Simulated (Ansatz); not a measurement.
Geometry optimisation of B2As2⁺.

```yaml
crystal:
  periodic: [false, false, false]
  atoms:
    - {symbol: B, position_ang: [-0.589842, 0.398172, 0.379106]}
    - {symbol: B, position_ang: [0.588910, -0.399740, -0.378868]}
    - {symbol: As, position_ang: [-1.248410, 0.523039, -1.332464]}
    - {symbol: As, position_ang: [1.249331, -0.521471, 1.332226]}
basis:
  gaussian: {orbitals: def2-SVP}
total_charge: 1
magnetization: {spin_polarized: true, initial_magnetization: 1}
hamiltonian: {xc: {name: B3LYP}, dispersion: d4}
scf: {omitted_lower_state_checks: [starts]}
output: {orbitals: {seedname: orbitals}}
relax: {f_tol: 0.02, max_steps: 100}
```

```sh
$ ansatz run in.yaml --threads 2 --pin off --events-out ev --progress --plain --max-ram 4352MiB
```

It prints (some lines left out):

```
Functional definition: B3LYP
mean field -123010.17169602 eV, -4520.5404305398 hartree, gradient 3.5e-5 eV, S^2 0.772553; 0 other end points of the search recorded, 0 dependent functions left out
relax step   1: F+E_penalty+E_count = -123010.39584423 eV  Δ(F+E_penalty+E_count) = +0.000e0 eV  max|allowed force component| = 9.653e-1 eV/Å  Δτ_max = 0.0000 Å  (37 SCF iters, accepted)
mean field -123010.23147857 eV, -4520.5426275079 hartree, gradient 1.1e-5 eV, S^2 0.772460; 0 other end points of the search recorded, 0 dependent functions left out
relax step   2: F+E_penalty+E_count = -123010.45699297 eV  Δ(F+E_penalty+E_count) = -6.115e-2 eV  max|allowed force component| = 7.624e-1 eV/Å  Δτ_max = 0.0306 Å  (43 SCF iters, accepted)
mean field -123010.49016123 eV, -4520.5521339202 hartree, gradient 1.0e-6 eV, S^2 0.771581; 1 other end points of the search recorded, 0 dependent functions left out
relax step   3: F+E_penalty+E_count = -123010.72341813 eV  Δ(F+E_penalty+E_count) = -2.664e-1 eV  max|allowed force component| = 2.030e0 eV/Å  Δτ_max = 0.1437 Å  (118 SCF iters, accepted)
mean field -123010.59526822 eV, -4520.5559965310 hartree, gradient 4.4e-6 eV, S^2 0.772061; 0 other end points of the search recorded, 0 dependent functions left out
relax step   4: F+E_penalty+E_count = -123010.82823056 eV  Δ(F+E_penalty+E_count) = -1.048e-1 eV  max|allowed force component| = 1.013e0 eV/Å  Δτ_max = 0.0294 Å  (45 SCF iters, accepted)
mean field -123010.63544627 eV, -4520.5574730471 hartree, gradient 1.1e-5 eV, S^2 0.772263; 0 other end points of the search recorded, 0 dependent functions left out
relax step   5: F+E_penalty+E_count = -123010.86843502 eV  Δ(F+E_penalty+E_count) = -4.020e-2 eV  max|allowed force component| = 7.460e-2 eV/Å  Δτ_max = 0.0345 Å  (44 SCF iters, accepted)
mean field -123010.63620088 eV, -4520.5575007784 hartree, gradient 7.6e-6 eV, S^2 0.772399; 0 other end points of the search recorded, 0 dependent functions left out
relax step   6: F+E_penalty+E_count = -123010.86908032 eV  Δ(F+E_penalty+E_count) = -6.453e-4 eV  max|allowed force component| = 2.217e-3 eV/Å  Δτ_max = 0.0043 Å  (38 SCF iters, accepted)
mean field -123010.63620088 eV, -4520.5575007784 hartree, gradient 7.6e-6 eV, S^2 0.772399; 0 other end points of the search recorded, 0 dependent functions left out
Total energy: -123010.86929522 eV, -4520.5660668375 hartree
Atom 0 at    -0.527261     0.394370     0.584893 Å, force     0.001380    -0.001416    -0.002143 eV/Å
Atom 1 at     0.527479    -0.393986    -0.584953 Å, force    -0.001638     0.000993     0.002217 eV/Å
Atom 2 at    -1.099540     0.441962    -1.289230 Å, force    -0.001724     0.000994    -0.001967 eV/Å
Atom 3 at     1.099310    -0.442346     1.289289 Å, force     0.001982    -0.000570     0.001893 eV/Å
Dipole moment:     0.000046     0.000079    -0.000011 e Å
Checks for a lower state left out: starts
```

It took 51 s on 2 threads of Intel Xeon Platinum 8259CL on a shared host.

The structure comes from a short search, and lower isomers may exist.
